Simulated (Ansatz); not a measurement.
Geometry optimisation, RKS CAM-B3LYP-D4/STO-3G (Ansatz).

input.yaml

```yaml
crystal:
  periodic: [false, false, false]
  atoms:
    - { symbol: C, position_ang: [-0.9101, -0.4959, 1.3123] }
    - { symbol: B, position_ang: [-0.2176, -0.0851, -0.056] }
    - { symbol: Si, position_ang: [1.5706, 0.6148, -0.0253] }
    - { symbol: B, position_ang: [-0.927, -0.2857, -1.5082] }
    - { symbol: Cl, position_ang: [-0.1853, 0.1068, -3.1269] }
    - { symbol: H, position_ang: [-1.8798, 0.1764, 1.3943] }
    - { symbol: H, position_ang: [-0.2737, -0.2489, 2.1752] }
    - { symbol: H, position_ang: [-1.1929, -1.5094, 1.2862] }
    - { symbol: H, position_ang: [1.6308, 1.9646, -0.5863] }
    - { symbol: H, position_ang: [2.4885, -0.2881, -0.7412] }
    - { symbol: H, position_ang: [2.0578, 0.7073, 1.4016] }
    - { symbol: H, position_ang: [-2.0845, -0.7118, -1.4916] }
basis:
  gaussian: { orbitals: STO-3G }
hamiltonian:
  xc: cam_b3lyp
  dispersion: d4
relax:
  f_tol: 0.02
  max_steps: 40
output:
  orbitals: {}
```

Launched with:

```bash
$ ansatz run input.yaml --threads 1 --pin off --max-ram 2048MiB --backend cpu --events-out ev --progress --plain --runs-dir out
```

**Question.** Where does it end, and by what steps?

**Answer.** The run converged. The force dipped under the threshold on the way, but the program's further checks kept it going. Limits of this set-up: minimal basis. After 32 steps the energy has fallen by 1.054 eV; H12 moved furthest, 1.54 Å.

| step | energy less start (eV) | largest force component (eV/Å) | accepted |
| --- | --- | --- | --- |
| 0 | 0.0000 | 4.202 | yes |
| 2 | -0.5970 | 0.474 | yes |
| 4 | -0.6484 | 0.759 | yes |
| 6 | -0.7912 | 0.667 | yes |
| 8 | -0.9543 | 0.300 | yes |
| 10 | -1.0083 | 0.682 | yes |
| 12 | -1.0492 | 0.066 | yes |
| 14 | -1.0509 | 0.136 | yes |
| 16 | -1.0526 | 0.031 | yes |
| 18 | -1.0528 | 0.013 | yes |
| 20 | -1.0530 | 0.052 | yes |
| 22 | -1.0534 | 0.029 | yes |
| 24 | -1.0536 | 0.029 | yes |
| 26 | -1.0538 | 0.036 | yes |
| 28 | -1.0540 | 0.034 | yes |
| 30 | -1.0541 | 0.014 | yes |
| 32 | -1.0542 | 0.010 | yes |

```xyz
12
Properties=species:S:1:pos:R:3
C -0.780 -0.793 1.210
B -0.206 -0.075 -0.070
Si 1.516 0.882 0.042
B -1.018 -0.052 -1.490
Cl -0.689 -1.284 -2.737
H -1.458 -0.069 1.692
H -0.021 -1.059 1.955
H -1.382 -1.681 0.985
H 1.676 1.882 -0.980
H 2.572 -0.087 -0.112
H 1.670 1.512 1.327
H -1.802 0.769 -1.788
```

Whether the end is a true minimum wasn't checked by a vibrational analysis.

Run time: 2.1 min on 1 CPU thread of a shared host.
